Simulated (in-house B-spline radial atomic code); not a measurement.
Configurations of Ca+, with energies counted from [Ar] 4s1. All numbers are computed (scalar-relativistic (X2C) wB97X, spin-polarised, spherical fractional occupations; Fermi nucleus of rms radius 3.4776 fm) with a B-spline radial code for spherical atoms, not measured. Caution: exact exchange at fractional occupations of open shells leaves self-interaction of up to several eV. Shells without spins written out take the highest spin.

Occupations are held fixed; configurations that lie above the ionisation limit could autoionise.

```tsv
configuration	E - E(ref) (eV)	highest orbital	its <r> (bohr)
[Ar] 5s1	6.0376	5s up	7.615
[Ar] 4d1	7.6386	4d up	7.758
[He] 2s2 2p5 3s2 3p6 4s1 4d1	367.24	4d up	6.468
[He] 2s2 2p(3 up, 2 down) 3s2 3p6 4s(0 up, 1 down) 5p(0 up, 1 down)	367.59	5p down	8.818
```

Problem. Order these further configurations by energy, lowest first.
A. [He] 2s2 2p(2 up, 3 down) 3s2 3p6 4s2
B. [He] 2s2 2p5 3s2 3p6 4s1 5f1
C. [He] 2s2 2p(2 up, 3 down) 3s2 3p6 4s(0 up, 1 down) 5d(1 up, 0 down)
D. [Ne] 3s1 3p6 3d1 4s1

Solution. D (49.895 eV), A (357.42 eV), C (369.03 eV), B (369.91 eV).
